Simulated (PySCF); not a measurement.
Problem. Write Cartesian coordinates for InChI=1S/C6H9FO2/c1-3-5(4-7)6(8)9-2/h3,5H,1,4H2,2H3/t5-/m1/s1 as optimised with GFN2-xTB.

Solution. 
```
atom  x, y, z in Å
C1    -2.399   -1.079    0.096
C2    -1.645   -0.045   -0.225
C3    -0.513    0.462    0.623
C4    -0.616    1.975    0.812
F5     0.260    2.390    1.783
C6     0.781    0.125   -0.115
O7     1.180    0.703   -1.090
O8     1.388   -0.918    0.446
C9     2.592   -1.357   -0.173
H10   -2.255   -1.626    1.013
H11   -3.193   -1.422   -0.545
H12   -1.790    0.488   -1.154
H13   -0.501   -0.038    1.594
H14   -1.618    2.262    1.146
H15   -0.349    2.501   -0.110
H16    3.037   -2.080    0.505
H17    3.263   -0.512   -0.334
H18    2.371   -1.822   -1.136
```

Any rigid rotation of these coordinates is as good. Atoms count from 1 in this order. The 3 C–O bonds span 1.201 Å (C6=O7, drawn double) to 1.423 Å (O8–C9, drawn single), a spread of 0.222 Å. The 4 C–C bonds span 1.319 Å (C1=C2, drawn double) to 1.528 Å (C3–C4, drawn single), a spread of 0.209 Å. Of the pairs four or more bonds apart, O7···H17 is among the closest relative to their van der Waals radii: 2.53 Å, 93 % of the sum of Bondi's values.

Bonds between heavy atoms (Å): C1=C2 1.319, C2–C3 1.503, C3–C4 1.528, C4–F5 1.372, C3–C6 1.527, C6=O7 1.201, C6–O8 1.331, O8–C9 1.423.

Structure optimised with GFN2-xTB, isolated species.

Point group: C1 (no symmetry element, even within 0.4 Å). No frequency check. The numbers are those of one conformer (C1–C2–C3–C4 -131°, C2–C3–C4–F5 169°, C2–C3–C6–O7 75°, C3–C6–O8–C9 178°).

The numbers are calculated, not measured.
